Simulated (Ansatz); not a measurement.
`[SiH3][SiH2][SiH2][GeH2][SiH2][GeH3]`. Total charge 0; spin multiplicity 1. Geometry: relaxed with PBE0-D4/def2-TZVP. It is one conformer, not always the lowest.

```xyz
20

Si   -2.029    1.337    1.177
Si   -0.657    2.398   -0.393
Si    0.232    0.908   -1.963
Ge    2.113   -0.253   -1.075
Si    1.562   -1.317    0.981
Ge   -0.393   -2.641    0.692
H    -3.125    0.613    0.481
H    -2.628    2.345    2.094
H    -1.256    0.362    1.991
H     0.460    3.093    0.309
H    -1.470    3.433   -1.093
H    -0.810   -0.080   -2.357
H     0.647    1.652   -3.186
H     3.269    0.744   -0.864
H     2.586   -1.316   -2.087
H     2.686   -2.178    1.441
H     1.321   -0.275    2.016
H    -1.493   -1.823   -0.006
H    -0.071   -3.857   -0.194
H    -0.943   -3.146    2.037
```

(1) What is the dipole moment at PBE/def2-TZVPP? (An estimate is asked.)

(2) And with r2SCAN, B3LYP, ωB97M-V? (Estimate.)

(3) Give the Mulliken charges with PBE, r2SCAN, B3LYP in def2-TZVPP. (An estimate is asked.)

Results:

(1) Ansatz gave: 0.09 D, with components (0.07, 0.05, 0.03) D in this frame, pointing from negative to positive charge.

(2) The calculation gave: r2SCAN 0.10 D, B3LYP 0.13 D, ωB97M-V 0.12 D.

(3) Computed: 
```csv
atom,PBE,r2SCAN,B3LYP
Si1,0.11,0.18,0.16
Si2,0.10,0.14,0.12
Si3,0.04,0.09,0.09
Ge4,0.08,0.04,0.03
Si5,0.00,0.06,0.08
Ge6,0.03,0.03,0.01
H7,-0.03,-0.05,-0.05
H8,-0.04,-0.07,-0.06
H9,-0.04,-0.06,-0.05
H10,-0.04,-0.06,-0.05
H11,-0.04,-0.06,-0.06
H12,-0.03,-0.05,-0.05
H13,-0.04,-0.07,-0.06
H14,0.00,0.00,0.00
H15,0.00,0.00,0.00
H16,-0.05,-0.07,-0.06
H17,-0.03,-0.05,-0.04
H18,0.01,0.00,0.01
H19,0.00,-0.01,0.00
H20,0.00,0.00,0.00
```

B3LYP here is the variant with VWN-RPA as its local correlation; programs differ in this.
